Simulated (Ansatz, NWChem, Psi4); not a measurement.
**A ladder of methods for BCl3 (boron trichloride)**

BCl3 has 4 atoms, charge 0, and is taken as a singlet. SMILES: `ClB(Cl)Cl`. Geometry: relaxed at PBE0-D4/def2-TZVP. The run starts from this shape.

Each level gives the adiabatic ionisation energy (to the doublet cation, no zero-point term) (eV). The values are calculated.

```json
{"level": "HF/STO-3G", "kind": "Hartree–Fock", "program": "Ansatz", "value (eV)": "10.28", "CPU time (all runs)": "7.4 s"}
{"level": "HF/3-21G", "kind": "Hartree–Fock", "program": "Ansatz", "value (eV)": "11.12", "CPU time (all runs)": "19 s"}
{"level": "HF/6-31G* (Cartesian functions)", "kind": "Hartree–Fock", "program": "Ansatz", "value (eV)": "11.03", "CPU time (all runs)": "31 s"}
{"level": "PBE/def2-SVP", "kind": "GGA", "program": "Ansatz", "value (eV)": "10.73", "CPU time (all runs)": "29 s"}
{"level": "B3LYP/def2-SVP", "kind": "global hybrid", "program": "NWChem", "value (eV)": "11.11", "CPU time (all runs)": "2.4 min"}
{"level": "B3LYP/6-31G* (Cartesian functions)", "kind": "global hybrid", "program": "Ansatz", "value (eV)": "11.23", "CPU time (all runs)": "38 s"}
{"level": "B3LYP/def2-SVPD (density fitting)", "kind": "global hybrid", "program": "Psi4", "value (eV)": "11.29", "CPU time (all runs)": "51 s"}
{"level": "MP2/6-31G* (Cartesian functions)", "kind": "perturbation theory", "program": "Ansatz", "value (eV)": "11.62", "CPU time (all runs)": "66 s"}
```

The values span 10.28 to 11.62 eV. The second state's dipole differs much between rows, so they may not all be the same state. Times are those of the runs behind each value, whatever else they computed, on shared processors of several kinds: orders of magnitude only.
